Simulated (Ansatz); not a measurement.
`S[SiH]1[SiH2][SiH2]1` + H–F → `F[SiH]1[SiH2][SiH2]1` + H₂S at 700 K and 1 bar (ligand exchange at the Si–S bond).

Program: Ansatz. Geometries: PBE0-D4/def2-TZVP. ΔE: electronic, gas phase. CBS: MP2 limit from def2 TZ/QZ plus the TZ coupled-cluster correction, frozen cores. This one scheme is used for every species. Each species was taken in one conformer, which may not be the lowest.

```csv
species,CCSD(T)/CBS energy (Eh),H − E (kJ/mol),S (J/(mol·K))
`S[SiH]1[SiH2][SiH2]1`,-1268.60067,223.1,498.5
H–F,-100.39570,45.2,198.5
`F[SiH]1[SiH2][SiH2]1`,-970.04125,195.1,463.3
H₂S,-398.97279,64.8,236.9
```

H − E and S are ideal-gas, rigid-rotor, harmonic terms from PBE0-D4/def2-TZVP, for one conformer and one mirror image of each species. 1 Eh = 2625.50 kJ/mol, R = 8.31446 J/(mol·K).

By hand: ΔE, ΔH, ΔS and ΔG.

ΔE = (-970.04125) + (-398.97279) − (-1268.60067) − (-100.39570) = -0.01767 Eh = -46.4 kJ/mol. Δ(H − E) = 195.1 + 64.8 − 223.1 − 45.2 = -8.4, so ΔH = -54.8 kJ/mol. ΔS = 463.3 + 236.9 − 498.5 − 198.5 = 3.2 J/(mol·K). ΔG = -54.8 − 700 × (3.2)/1000 = -57.0 kJ/mol.

By hand: the equilibrium constant, and the temperature at which ΔG would vanish if ΔH and ΔS stayed fixed.

log₁₀ K = −ΔG/(RT ln 10) = 4.3. ΔH and −TΔS have one sign here, so there is no such temperature. One of them is within its doubt of zero, so this could turn.

The number of gas molecules stays the same, so ΔS is small and ΔH decides. A doubt of 5 kJ/mol in ΔE shifts log₁₀ K by 0.4 here. Other conformers and mirror images would add mixing entropy, several J/(mol·K) or more a flexible species. These are equilibria of isolated gas molecules and say nothing of rates. Largest T1 diagnostic: 0.015 (customary marks: 0.02 for closed shells, 0.045 for open ones).
